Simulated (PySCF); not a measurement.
Two species compared at the same levels of theory.

First species: C4H2F2O3.
SMILES: `O=c1occ(C(F)F)o1`

Second species: C₃H₂F₃P.
SMILES with atom numbers: `[CH2:1]=[C:2]=[P:3][C:4]([F:5])([F:6])[F:7]` (hydrogens: H8, H9 on C1)

Levels: B3LYP/def2-SVPD for dipole moment, HOMO energy, LUMO energy, HOMO–LUMO gap, static isotropic polarisability and electronic spatial extent ⟨r²⟩ about the centre of nuclear charge; TDDFT B3LYP/def2-SVPD for lowest singlet excitation; TDA B3LYP/def2-SVPD for lowest triplet excitation (Tamm–Dancoff); GFN2-xTB for rotational constant A and rotational constant C. Geometries: GFN2-xTB. All species are isolated and taken at one optimised geometry, non-relativistic unless stated. Electronic properties by PySCF.

The conformers computed, where there is a choice (atom-mapped SMILES and torsion angles):
- `[O:1]=[c:2]1[o:3][cH:4][c:5]([CH:6]([F:7])[F:8])[o:9]1`: C4–C5–C6–F7 58°
- `[CH2:1]=[C:2]=[P:3][C:4]([F:5])([F:6])[F:7]`: C2–P3–C4–F5 180°

Q: Which has the higher T1 energy?

A: The first: 3.87 eV against 3.04 eV, a difference of 0.83 eV.

Q: Which has the higher ⟨r²⟩?

A: The first: 1188 bohr² against 851 bohr², a difference of 337 bohr².

Q: Which has the higher S1 energy?

A: The first: 6.03 eV against 4.47 eV, a difference of 1.56 eV.

Q: Which has the higher dipole moment?

A: The second: 2.70 D against 2.46 D, a difference of 0.24 D.

Q: Which of the two has the higher LUMO energy, and by how much?

A: The first: -1.42 eV against -2.31 eV, a difference of 0.89 eV.

Q: Which of the two has the higher rotational constant A, and by how much?

A: The first: 4.440 GHz against 3.756 GHz, a difference of 0.684 GHz.

Q: Which has the higher rotational constant C?

A: The second: 1.395 GHz against 0.907 GHz, a difference of 0.488 GHz.

Q: Which of the two has the higher HOMO energy, and by how much?

A: The first: -7.69 eV against -7.77 eV, a difference of 0.08 eV.

On the first: The vertical singlet–triplet gap S1 − T1 is 2.16 eV (TDDFT singlet less Tamm–Dancoff triplet; S1: HOMO→LUMO, weight 0.95; T1: HOMO→LUMO, weight 0.95). S1 lies 0.24 eV below the HOMO–LUMO gap; its leading configuration is HOMO→LUMO, weight 0.95.

On the second: S1 lies 0.99 eV below the HOMO–LUMO gap; its leading configuration is HOMO−1→LUMO, weight 0.97. The polarisability is 10.05 Å³ as a volume (1 au = 0.148185 Å³), or 1.09 au for each of the 62 electrons.
